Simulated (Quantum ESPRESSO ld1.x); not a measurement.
The numbers below are computed, except where a source is named.
Task: The xenon ion Xe8+, 46 electrons, occupied as [Kr] 4d10 (the NIST ground configuration). Level of theory: scalar-relativistic Kohn-Sham, PW91, spin-unpolarised, spherical densities, point nucleus (ld1.x of Quantum ESPRESSO 7.5). Some entries of the table are withheld. Estimate them.

orbital,occ.,eigenvalue (eV),<r^2> (bohr^2),r(max) (bohr)
1s,2,-34492.2,0.0009636,0.01715
2s,2,(1),0.01549,(2)
2p,6,-4914.31,0.01228,0.07779
3s,2,-1206.54,0.1072,0.2789
3p,6,-1029.17,0.1073,0.2728
3d,10,-766.103,0.09314,0.2258
4s,2,(3),(4),0.6599
4p,6,-250.902,0.6532,0.6914
4d,10,-167.957,0.8374,0.7424

Result: 
(1) 2s eigenvalue (eV): -5463.44
(2) 2s r(max) (bohr): 0.09695
(3) 4s eigenvalue (eV): -307.424
(4) 4s <r^2> (bohr^2): 0.5737
